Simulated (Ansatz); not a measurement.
Cost and result for the atomization energy of C3H6OSi (`C[SiH]1C=CO1`) (11 atoms, 11 bonds).

```xyz
11

C     1.367    0.833    0.784
Si    0.234    0.214   -0.542
C    -0.648   -1.386   -0.388
C    -1.732   -0.601   -0.271
O    -1.391    0.733   -0.331
H     2.353    0.370    0.688
H     0.969    0.599    1.773
H     1.498    1.916    0.703
H     0.738    0.606   -1.884
H    -0.599   -2.462   -0.387
H    -2.789   -0.823   -0.145
```

The species carries charge 0 and has multiplicity 1. All single points use the PBE0-D4/def2-TZVP geometry. Program: Ansatz. All runs use 4 threads of an Arm Neoverse V2 on a shared host. Times are those of one run each, without the atoms' runs, and a repeat can differ threefold. Electronic energies, without spin–orbit coupling; frozen cores. CCSD(T)/CBS adds CCSD(T) − MP2 in def2-TZVPP to the MP2 limit, and its time is that of the two runs behind it. T1 = 0.013. B3LYP takes the VWN-RPA correlation (the form of Gaussian; ORCA's B3LYP/G).

CCSD(T)/CBS is a level of theory with its own doubt, some kJ/mol a heavy atom from the limit and from the frozen cores, so smaller differences don't rank the functionals.

```json
{"level": "PBE-D4/def2-TZVPP (with forces)", "functions": "250", "wall time": "2.3 s", "atomization (kJ/mol)": "4549.1", "difference from CCSD(T)/CBS": "101.8", "per bond": "9.3"}
{"level": "PBE0-D4/def2-TZVPP", "functions": "250", "wall time": "2.5 s", "atomization (kJ/mol)": "4468.7", "difference from CCSD(T)/CBS": "21.4", "per bond": "1.9"}
{"level": "B3LYP-D4/def2-TZVPP (with forces)", "functions": "250", "wall time": "3.9 s", "atomization (kJ/mol)": "4438.7", "difference from CCSD(T)/CBS": "-8.6", "per bond": "-0.8"}
{"level": "r2SCAN-D4/def2-TZVPP (with forces)", "functions": "250", "wall time": "4.3 s", "atomization (kJ/mol)": "4469.4", "difference from CCSD(T)/CBS": "22.1", "per bond": "2.0"}
{"level": "B2PLYP/def2-TZVPP", "functions": "250", "wall time": "4.9 s", "atomization (kJ/mol)": "4402.6", "difference from CCSD(T)/CBS": "-44.7", "per bond": "-4.1"}
{"level": "ωB97X-V/def2-TZVPP", "functions": "250", "wall time": "6.5 s", "atomization (kJ/mol)": "4460.9", "difference from CCSD(T)/CBS": "13.6", "per bond": "1.2"}
{"level": "ωB97M-V/def2-TZVPP (with forces)", "functions": "250", "wall time": "9.5 s", "atomization (kJ/mol)": "4465.4", "difference from CCSD(T)/CBS": "18.1", "per bond": "1.6"}
{"level": "MP2/def2-QZVPP", "functions": "478", "wall time": "20 s", "atomization (kJ/mol)": "4489.4", "difference from CCSD(T)/CBS": "42.1", "per bond": "3.8"}
{"level": "CCSD(T)/def2-TZVPP", "functions": "250", "wall time": "120 s", "atomization (kJ/mol)": "4332.5", "difference from CCSD(T)/CBS": "-114.8", "per bond": "-10.4"}
{"level": "CCSD(T)/CBS(def2)", "functions": "–", "wall time": "2.3 min", "atomization (kJ/mol)": "4447.3", "difference from CCSD(T)/CBS": "0.0", "per bond": "0.0"}
```

From PBE to PBE0 (25 % exact exchange), in def2-TZVPP and without D4, the atomization energy moves by −76.8 kJ/mol: exact exchange takes away binding that semilocal exchange gives to molecules. The D4 term adds +35.4 kJ/mol with B3LYP and +18.4 kJ/mol with PBE0; it sums over pairs of atoms, weighted by their polarisabilities, and B3LYP, whose exchange is more repulsive, gets the larger term. In def2-TZVPP, CCSD(T) changes the Hartree–Fock value by +1081.6 kJ/mol (the triples alone add +71.8 kJ/mol) and MP2 by +1170.2 kJ/mol; breaking electron pairs costs correlation energy, which Hartree–Fock lacks.
